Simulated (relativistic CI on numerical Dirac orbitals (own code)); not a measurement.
**Electric-dipole transitions in Nb III**

These numbers are calculated, not measured: Dirac-Coulomb-Breit CI, separate exchange-only KLI orbitals for each configuration, model QED (radiative potential, 1s self-energy scaled to tabulated hydrogen-like ionisation energies), valence Slater integrals scaled by 0.85, P86 correlation estimate, and configurations built on the next ion tied to the tabulated ionisation energy (semi-empirical) (own radial code, finite nucleus).

CI space (outside the closed core [Kr]): 4d3, 4d2 5s, 4d2 5p, 4d2 5d, 4d2 6s, 4d2 4f, 4d2 5f, 4d 5s2, 4d 5s 5p, 4d2 6p, 4d 4f2, 4d2 6d, 4d 5p2, 4d2 5g, 4d 5s 6s, 4d2 6f, 4d2 6g, 4d 4f 5s, 4d 5p 6s. Levels of other configurations are missing.

| λ vac (nm) | Lower | Upper | A (s⁻¹) | log gf | S velocity/length |
| --- | --- | --- | --- | --- | --- |
| 67.478 | 4d3 4F_3/2 [1] | 4d2 4f 4G°_5/2 [271] | 1.11e+09 | -0.34 | 0.92 |
| 67.597 | 4d3 4F_5/2 [2] | 4d2 4f 4G°_7/2 [272] | 1.45e+09 | -0.10 | 0.92 |
| 67.711 | 4d3 4F_7/2 [3] | 4d2 4f 4G°_9/2 [275] | 1.49e+09 | 0.01 | 0.92 |
| 67.741 | 4d3 4F_9/2 [4] | 4d2 4f 4G°_11/2 [279] | 1.48e+09 | 0.09 | 0.92 |
| 71.108 | 4d3 4F_7/2 [3] | 4d2 4f 4F°_7/2 [235] | 2.01e+09 | 0.09 | 0.95 |
| 71.144 | 4d3 4F_5/2 [2] | 4d2 4f 4F°_5/2 [228] | 1.65e+09 | -0.12 | 0.96 |
| 71.361 | 4d3 4F_9/2 [4] | 4d2 4f 2H°_11/2 [237] | 9.13e+08 | -0.08 | 0.92 |
| 71.372 | 4d3 4P_3/2 [6] | 4d2 4f 4D°_5/2 [280] | 1.98e+09 | -0.04 | 0.95 |
| 71.389 | 4d3 4F_9/2 [4] | 4d2 4f 4F°_9/2 [236] | 3.34e+09 | 0.41 | 0.96 |
| 71.438 | 4d3 4F_3/2 [1] | 4d2 4f 4G°_5/2 [219] | 2.82e+09 | 0.11 | 0.92 |
| 71.441 | 4d3 4F_5/2 [2] | 4d2 4f 4G°_7/2 [221] | 2.32e+09 | 0.15 | 0.92 |
| 71.556 | 4d3 4F_7/2 [3] | 4d2 4f 4G°_9/2 [225] | 1.78e+09 | 0.14 | 0.92 |
| 71.565 | 4d3 4F_9/2 [4] | 4d2 4f 4G°_11/2 [231] | 2.58e+09 | 0.38 | 0.92 |
| 71.584 | 4d3 4F_7/2 [3] | 4d2 4f 2H°_9/2 [224] | 1.21e+09 | -0.03 | 0.92 |
| 71.731 | 4d3 4F_5/2 [2] | 4d2 4f 4D°_7/2 [217] | 1.04e+09 | -0.19 | 0.93 |
| 71.963 | 4d3 4F_5/2 [2] | 4d2 4f 4D°_5/2 [216] | 9.56e+08 | -0.35 | 0.97 |
| 72.032 | 4d3 4F_7/2 [3] | 4d2 4f 4D°_7/2 [217] | 9.11e+08 | -0.25 | 0.97 |
| 72.094 | 4d3 2H_9/2 [12] | 4d2 4f 2I°_11/2 [297] | 2.75e+09 | 0.41 | 0.88 |
| 72.289 | 4d3 2H_11/2 [14] | 4d2 4f 2I°_13/2 [296] | 2.85e+09 | 0.49 | 0.86 |
| 77.962 | 4d3 2H_11/2 [14] | 4d2 4f 2I°_13/2 [241] | 1.66e+09 | 0.33 | 0.87 |

Terms are leading LS components. Brackets give the number of a level in order of energy, since labels repeat. The list gives strong lines, with weight on those to low levels, without configurations that were not tied to measured data, among the lowest 300 of 924 levels, so that lines to higher ones, which can be the strongest, are missing, and without lines across small gaps between configurations, and without 196 lines that miss the measured interval by over 3.5 %, start from a term whose rates miss tabulated ones by over 60 %, have gauges far apart or, lacking measured levels, span too small a gap for the errors found; lines with a level outside our table were not tested and can miss by more. Levels whose partners in the same complex of configurations lie outside the list can be far off, and so can their lines. Rates are taken at the computed energies, electric ones in the length gauge. A velocity-to-length ratio far from 1 marks an uncertain rate.

Configurations that consist of the next ion and one excited electron were tied to the tabulated ionisation energy; Rydberg ones are usually within 1,000 to 3,000 cm⁻¹ and the lowest ones within about 6,000 (9,000 in d shells), while levels on excited terms of the next ion carry the error of that term, and the other configurations can be misplaced by 10,000 cm⁻¹ or more. Rates follow the energies as ν³ (E1, M1) or ν⁵ (E2), so rates, branching and lifetimes can be off by large factors. The fine structure of a lone outer electron comes out too small, for d and f at times inverted, and misplaced configurations move strength between like terms. 22 of the 24 excited levels that our extract of the measured tables holds in this range could be paired (the sources list more); they are missed by 1972 cm⁻¹ on average and 4117 at most, and levels without a partner can miss by more. Some levels of the ground configuration have no partner and can miss by 10 % or more.
